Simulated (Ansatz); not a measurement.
Reaction (substitution at a C–B bond): `CB(O)OCF` + `S[SiH2][SeH]` → `CS[SiH2][SeH]` + `OBOCF`

Computed with Ansatz on PBE0-D4/def2-TZVP structures; ΔE is electronic, products minus reactants. CBS: MP2 limit from def2 TZ/QZ plus the TZ coupled-cluster correction, frozen cores. Functionals use def2-TZVPP. For Se outer-core shells are correlated without core-valence functions, which leaves a few kJ/mol of doubt a bond. Scalar relativity is left out up to krypton. One conformer a species, not always the lowest.

| level | ΔE (kJ/mol) |
| --- | --- |
| PBE0-D4 | 56.9 |
| HF/def2-QZVPP | 58.0 |

Question: What does CCSD(T)/CBS give? (An estimate is asked.)

Answer: Ansatz gave: +57.0 kJ/mol. The listed levels differ from it by -0.1, 1.0 kJ/mol.

Largest T1 diagnostic among the species: 0.013.

From PBE to PBE0 (25 % exact exchange), in def2-TZVPP and without D4, ΔE moves by +3.1 kJ/mol.
